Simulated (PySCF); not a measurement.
Members of the series SiXY, Y = H; each row names its spin state. All species are isolated molecules in the gas phase. One relaxed conformer stands for each flexible species; it need not be the lowest. Strings in code marks are SMILES.

The numbers are results of PySCF with PBE0-D3(BJ)/def2-TZVP, not measurements. 

```
species                                                                                                dipole moment (D)
-----------------------------------------------------------------------------------------------------  -----------------
X = fluoro, multiplicity 3 (`[SiH]F` (excited triplet))                                                             1.19
X = chloro, multiplicity 3 (`[SiH]Cl` (excited triplet))                                                            0.94
X = hydroxy, multiplicity 1 (`O[SiH]` (lower singlet; H–O–Si–H torsion 180°))                                          –
X = cyano, multiplicity 1 (`C(#N)[SiH]` (lower singlet))                                                             [?]
X = ethynyl, multiplicity 3 (`C#C[SiH]` (excited triplet))                                                          0.39
X = mercapto, multiplicity 3 (`[SiH]S` (excited triplet; H–Si–S–H torsion 93°))                                        –
X = vinyl, multiplicity 1 (`C=C[SiH]` (lower singlet; C–C–Si–H torsion 180°))                                          –
X = AlH2, multiplicity 3 (`[SiH][AlH2]` (triplet; the order of the spin states depends on the level))                  –
```

Task: What belongs in the gaps?

Result: 
- X = cyano, multiplicity 1 (`C(#N)[SiH]` (lower singlet)), dipole moment (D): 3.12
